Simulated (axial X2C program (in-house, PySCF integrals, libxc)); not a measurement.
**What spin–orbit coupling does to AlPt**

Calculated with an in-house relativistic program for diatomic molecules. Spin-free means the one-electron spin-free X2C Hamiltonian; two-component (2c) means X2C with spin–orbit coupling and atomic mean-field two-electron Coulomb and Gaunt terms, so the difference of the two also holds small scalar two-electron terms. Basis: Pt dyall-cv3z [13s14p9d6f4g], Al dyall-v3z [8s8p2d1f] (cores contracted in-house); Gaussian nuclei, density fitting, unrestricted open shells. Masses: Pt 194.965 u, Al 26.982 u.

Spin-free state: M_S = 1/2, Λ = 0 (beyond evenly filled blocks: σα); fragments Pt + Al.

```
  level  Re (Å)  ωe (cm⁻¹)  De (eV)  μ (D)
   PBE0   2.193      416.8    3.907   1.04
     HF   2.233      363.3    1.550   0.09
    MP2   2.145      488.1    4.473    n/a
   CCSD   2.194      413.4    3.677    n/a
CCSD(T)   2.194      422.3    3.980    n/a
  PBE50   2.181      420.4    3.458   0.78
```

Correlated methods: 13 electrons correlated (number of frozen shells: Pt 5 s, 4 p, 2 d, 1 f; Al 2 s, 1 p), 261 virtual spin orbitals or spinors in MP2, 89 natural virtuals in coupled cluster.

Dipoles are positive if Al is the positive end.

Two-component determinant lowest at the distance of the search:

Ω = 5/2 (⟨Sz⟩ = 0.50, ⟨Lz⟩ = 2.00 at HF); fragments Pt + Al.

| level | Re (Å) | ωe (cm⁻¹) | De (eV) | μ (D) |
| --- | --- | --- | --- | --- |
| PBE0 | 2.352 | 340.1 | 3.499 | 0.71 |
| HF | 2.422 | 294.9 | 1.693 | -0.10 |
| MP2 | 2.314 | 377.2 | 3.807 | n/a |
| CCSD | 2.359 | 342.1 | 3.455 | n/a |
| CCSD(T) | 2.356 | 347.2 | 3.645 | n/a |
| PBE50 | 2.350 | 337.8 | 3.129 | 0.33 |

Question: From the two tables, how do the constants change at the CCSD(T) level (2c against spin-free)?

Answer: At the CCSD(T) level Re goes up by 0.162 Å and ωe decreases by 75.1 cm⁻¹; De is not compared, since the atomic limits differ or miss part of their spin–orbit lowering. The two determinants differ in configuration, so these shifts compare two states and are not the spin–orbit effect on one state.

De is counted from the lowest determinant-based energies of the atoms at the same level, without counterpoise correction. Density functionals use the spin component along the axis (collinear). CCSD and (T) use frozen natural virtuals with an MP2 correction for the truncation; (T) itself is uncorrected, so its De runs slightly low. In 2c an atomic determinant is not the ground J level, so De misses part of the atomic spin–orbit lowering. This holds for PBE0, MP2, CCSD, CCSD(T), PBE50. The functionals have no current-density term, which raises determinants with orbital currents, atoms included. The state is one determinant with fixed occupations, lowest in a PBE0 search at one distance only: followed along the bond, the 2c determinant Ω = 1/2 reaches 0.12 eV lower at PBE0, at Re = 2.197 Å, so the state shown is not the lowest. Some points did not converge and are left out. The determinant is spin-polarised beyond a pure state at some levels (its spin-free form has ⟨S²⟩ too high), which makes Re and μ there less reliable.
